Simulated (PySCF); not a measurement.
## Electron correlation in Ir (iridium, neutral)

[Xe] 4f14 5d7 6s2, high-spin 4F determinant. All numbers are calculated (PySCF 2.14, scalar relativity through the core potential, in def2-QZVPPD with the def2 core potential (60 electrons) (7s5p4d4f2g, 88 functions)). Frozen: nothing; 17 electrons correlated.

```json
{"level": "CCSD", "correlation energy (mhartree)": "-520.89"}
{"level": "(T)", "correlation energy (mhartree)": "-20.02"}
{"level": "CCSD(T)", "correlation energy (mhartree)": "-540.91"}
```

Diagnostics: T1 = 0.017, D1 = 0.0810, largest double amplitude 0.044.

Spin-orbit coupling, absent here, splits the open shell strongly.

Cost of the coupled-cluster step: roughly 3 core-minutes, for 17 correlated electrons.

The basis has no tight functions for the innermost shells, so their pair energies are far from complete.

This basis was not built for core-valence correlation, so the inner-shell part is incomplete.
